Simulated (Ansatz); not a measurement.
```yaml
crystal:
  periodic: [false, false, false]
  atoms:
    - {symbol: Al, position_ang: [1.203700, 0.235394, 1.455666]}
    - {symbol: Al, position_ang: [-1.317902, -0.868827, 1.064727]}
    - {symbol: Al, position_ang: [2.186240, -0.774167, -0.989068]}
    - {symbol: Al, position_ang: [-0.864191, 1.892081, 0.228184]}
    - {symbol: Al, position_ang: [-0.599394, -1.991578, -1.418452]}
    - {symbol: As, position_ang: [0.816020, -2.150657, 0.815507]}
    - {symbol: As, position_ang: [1.559316, 1.850537, -0.491763]}
    - {symbol: As, position_ang: [-2.213548, 0.198328, -1.077399]}
    - {symbol: As, position_ang: [-0.850287, 1.042888, 2.524877]}
    - {symbol: As, position_ang: [0.080046, 0.566001, -2.112290]}
basis:
  gaussian: {orbitals: def2-TZVP}
total_charge: -1
magnetization: {spin_polarized: true, initial_magnetization: 1}
hamiltonian: {xc: pbe0, dispersion: d4}
scf: {omitted_lower_state_checks: [starts]}
output: {orbitals: {seedname: orbitals}}
```

```sh
$ ansatz run in.yaml --threads 4 --pin off --events-out ev --progress --plain --max-ram 6963MiB
```

Problem. Does this run fit into the memory that it is given?

Solution. No. It has 425 basis functions, and Ansatz plans for 9 GiB where 7 GiB are given.
